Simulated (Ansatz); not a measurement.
Conformers and stereoisomers of `O[SiH](O)C=C[SiH3]`, each relaxed with PBE0-D4/def2-TZVP in Ansatz. CBS adds the triple-zeta coupled-cluster correction to the MP2 limit.

Not all of them had a frequency check.

Conformer A:

```xyz
14

O    -1.302    1.372    2.194
Si   -1.318    0.049    1.225
O    -2.448    0.152    0.033
C     0.357   -0.017    0.444
C     0.531   -0.188   -0.871
Si    2.202   -0.257   -1.692
H    -2.070    1.547    2.737
H    -1.633   -1.164    2.034
H    -3.176   -0.467    0.067
H     1.235    0.087    1.082
H    -0.359   -0.280   -1.494
H     2.384   -1.553   -2.402
H     3.259   -0.110   -0.657
H     2.338    0.830   -2.700
```

Conformer B:

Z-matrix (Å, degrees):
```
Si
O 1 1.647
C 1 1.850 2 108.5
O 1 1.639 2 112.6 3 -115.3
H 1 1.491 2 107.3 3 123.5
H 2 0.958 1 117.3 3 -129.2
C 3 1.338 1 125.0 2 30.0
H 3 1.091 1 116.8 2 -149.0
H 4 0.958 1 118.3 2 -64.1
Si 7 1.875 3 128.1 1 2.0
H 7 1.092 3 117.4 1 -179.0
H 10 1.487 7 112.2 3 39.2
H 10 1.489 7 106.9 3 157.0
H 10 1.485 7 112.3 3 -84.8
```

Which is lowest in electronic energy at CCSD(T)/CBS (frozen core, def2 sets), and by how much? (Best estimate.)

Ansatz gave: A; B lies 7.6 kJ/mol higher.

Give the energies relative to A (kJ/mol) with r2SCAN-D4/def2-TZVPP, B3LYP-D4/def2-TZVPP, ωB97M-V/def2-TZVPP, r2SCAN/def2-TZVPP, B3LYP/def2-TZVPP, CCSD(T)/def2-TZVPP, SCS-MP2/def2-QZVPP. (Best estimate.)

Computed: 
```json
{"level": "r2SCAN-D4/def2-TZVPP", "B": "6.1"}
{"level": "B3LYP-D4/def2-TZVPP", "B": "5.4"}
{"level": "ωB97M-V/def2-TZVPP", "B": "6.0"}
{"level": "r2SCAN/def2-TZVPP", "B": "6.8"}
{"level": "B3LYP/def2-TZVPP", "B": "10.8"}
{"level": "CCSD(T)/def2-TZVPP", "B": "7.3"}
{"level": "SCS-MP2/def2-QZVPP", "B": "8.7"}
```

B3LYP here is the variant with VWN-RPA as its local correlation; programs differ in this.
